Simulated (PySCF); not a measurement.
## Shifts of the heteroatoms

Mapped SMILES: `[CH3:1][C@:2]1([SiH3:3])[CH2:4][Si@H:5]([SiH3:6])[CH2:7]1`. Hydrogens are named by the atom that carries them. Ha(C4), Ha(C7) are cis to Si6 on the ring; Hb(C4), Hb(C7) are trans to Si6 on the ring.

Computational details: structure optimised with GFN2-xTB, shielding tensors at PBE0/pcSseg-1 (GIAO), in PySCF (relativity neglected, single conformer, averaged over atoms made equivalent by symmetry, fast rotation or ring inversion, no solvent model).

Q: Where does 29Si resonate?

A: 
```
atoms                                         environment  σ (ppm)  δ (ppm)
  Si5  silicon bonded to 2 C, Si, H, in a 4-membered ring    384.1    -35.8
  Si3                            silicon bonded to C, 3 H    403.6    -51.7
  Si6                           silicon bonded to Si, 3 H    460.9    -98.9
```

Shieldings were converted by a linear fit to measured shifts: 29Si (scatter 8.9 ppm rms, 25.8 ppm with the 6 outliers that the fit left out vs TMS, solution or neat liquid). A few per cent of atoms miss by over 2 rms, more outside the fitted compound classes.

On a 400 MHz spectrometer 29Si resonates near 79.5 MHz, so 1 ppm is 79.5 Hz.
